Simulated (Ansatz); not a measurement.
AlCl3H2O (`[OH2+][Al-]([Cl])([Cl])[Cl]`), relaxed with RKS PBE0-D4/def2-TZVP in Ansatz 0.2.0 from a PBE-D4/def2-SVP geometry. The force threshold is 0.005 eV/Å; the program also tests the step.

Charge 0, multiplicity 1.

Start:

```xyz
7

O     0.479   -0.589   -0.940
Al   -0.208    0.162    0.762
Cl   -2.251    0.206    0.143
Cl    0.329   -1.186    2.292
Cl    0.881    1.993    0.616
H     1.065    0.096   -1.332
H    -0.294   -0.681   -1.541
```

Q: How much energy does the relaxation release, and in how many steps? (Estimate.)

A: The calculation gave: 0.04 eV, in 6 steps.

Q: Which bonds change most? (Best estimate.)

A: The calculation gave: O1–Al2 from 1.982 to 1.948 Å; Al2–Cl5 from 2.136 to 2.112 Å; Al2–Cl3 from 2.135 to 2.112 Å; Al2–Cl4 from 2.109 to 2.091 Å.

Q: Give the relaxed structure. (An estimate is asked.)

A: Ansatz gave: 
```xyz
7

O     0.458   -0.556   -0.928
Al   -0.219    0.187    0.740
Cl   -2.260    0.235    0.197
Cl    0.333   -1.175    2.227
Cl    0.847    2.009    0.668
H     1.096    0.036   -1.349
H    -0.256   -0.736   -1.554
```
